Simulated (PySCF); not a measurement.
Al(OH)3 anion (AlH3O3), SMILES [OH][Al]([OH])[OH] (connectivity only; charge and spin as stated), charge -1, multiplicity 2. Atoms are numbered in the order given.

```xyz
7

Al     0.0058    -0.0723     0.3419
O     -1.6163     0.3843    -0.2508
H     -2.2985    -0.2664    -0.0770
O      1.0361     1.3415     0.0257
H      0.5228     2.1500    -0.0407
O      0.6853    -1.5651    -0.3552
H      0.8596    -2.2287     0.3153
```
Charge -1, spin multiplicity 2.

Geometry optimised at PBE0-D3(BJ)/def2-SVPD. The multiplicity is an assumed one; other spin states were not compared. The isomer is the one that the SMILES or the coordinates give; other isomers of the formula were not compared. One conformer was computed; it need not be the lowest.

Calculation: PBE0/pcH-1 (PySCF).

Unrestricted Kohn–Sham, ⟨S²⟩ = 0.751. Hyperfine tensors hold the contact and dipolar terms, without spin-orbit corrections.

Computed hyperfine couplings:
```tsv
nucleus	A(iso) (MHz)	A(iso) (G)	dipolar principal values (MHz)
27Al no. 1	563.6	201.1	-31.6, -30.2, 61.8
17O no. 2	-46.6	-16.6	-23.3, 10.6, 12.7
1H no. 3	-6.0	-2.1	-8.0, -3.2, 11.2
17O no. 4	-53.7	-19.2	-17.3, 8.1, 9.2
1H no. 5	-0.6	-0.2	-5.7, -2.4, 8.1
17O no. 6	-50.2	-17.9	-27.4, 12.4, 15.0
1H no. 7	-6.1	-2.2	-9.9, -3.5, 13.4
```

Question: And the g tensor (effective nuclear charges for spin-orbit coupling, GIAO)? (An estimate is asked for; the answer gives what the named calculation found.)

Answer: principal values 2.0005, 2.0005, 2.0017; isotropic 2.0009.
